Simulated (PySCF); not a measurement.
C₂H₈OSi₂: full NMR table

```
Formula                               : C2H8OSi2
SMILES                                : [SiH3]O[SiH]1CC1
Point group of the computed structure : C1
Degrees of unsaturation               : 1
Carbon signals                        : 1
Proton signals                        : 4
```

Mapped SMILES: `[SiH3:1][O:2][SiH:3]1[CH2:4][CH2:5]1`. Each H is labelled by its parent atom. Ha(C4), Ha(C5) are cis to O2 on the ring; Hb(C4), Hb(C5) are trans to O2 on the ring.

PySCF 2.14 calculation with NMR shieldings at PBE0/pcSseg-1/GIAO and GFN2-xTB structure; averaged over atoms made equivalent by symmetry, fast rotation or ring inversion, one conformer, gas phase, non-relativistic.

Chemical shifts δ = σref − σ; ¹H and ¹³C and ²⁹Si vs TMS; ¹⁷O vs H2O, all at this level.

| carbon | δC, type | δH (multiplicity) | HMBC from (2–3 bonds) | span of the C tensor (ppm) |
| --- | --- | --- | --- | --- |
| C4/C5 | -2.0, CH2 | Ha(C4) 1.02 (m); Hb(C4) 0.39 (m) | H(Si3), Ha(C4)/Ha(C5), Hb(C4)/Hb(C5) | 43 |

Other nuclei:
```json
{"atoms": "H(Si1)", "nucleus": "¹H", "environment": "hydrogen on a silicon bonded to O", "δ (ppm)": "5.02", "σ (ppm)": "26.70"}
{"atoms": "H(Si3)", "nucleus": "¹H", "environment": "hydrogen on a silicon bonded to 2 C, O, in a 3-membered ring", "δ (ppm)": "4.82", "σ (ppm)": "26.90"}
{"atoms": "Si1", "nucleus": "²⁹Si", "environment": "silicon bonded to O, 3 H", "δ (ppm)": "-41.3", "σ (ppm)": "390.4"}
{"atoms": "Si3", "nucleus": "²⁹Si", "environment": "silicon bonded to 2 C, O, H, in a 3-membered ring", "δ (ppm)": "-78.9", "σ (ppm)": "428.1"}
{"atoms": "O2", "nucleus": "¹⁷O", "environment": "oxygen bonded to 2 Si", "δ (ppm)": "-14.0", "σ (ppm)": "350.1"}
```

1. Carbon types of the structure: 2 × CH2, leaving 4 H on heteroatoms.
2. δC -2.0: three-membered-ring carbon; carbons of three-membered rings are unusually shielded.
3. δH 5.02: hydrogen on a silicon bonded to O.
4. δH 4.82: hydrogen on a silicon bonded to 2 C, O, in a 3-membered ring.
5. δH 1.02, 0.39: hydrogen on a three-membered-ring carbon; cyclopropane-type protons are shielded by the ring.

Shifts are as computed. Against solution values, carbons near 30 ppm lie about +3 ppm off and those near 130 ppm about +5 ppm (rms about the fit 2.1 ppm; single classes can miss by 10 ppm). Of 1328 compounds with measured shifts, 309 miss one by over three times the rms of a fit or turn the order of signals round; such compounds aren't used in these exercises. Signals without a measured value on file couldn't be tested in this way; 1H shifts scatter by 0.2 ppm about their fit, and single ones miss by 0.5 ppm. Experimental scales use liquid or dissolved standards, which lie at an offset from isolated H2O (liquid H2O: subtract about 36 ppm). No couplings were computed; multiplicities are counted from neighbouring protons, with m where these are inequivalent, close in shift, in a saturated or five-membered ring or joined by F or P, and br s for small geminal =CH2 splittings.
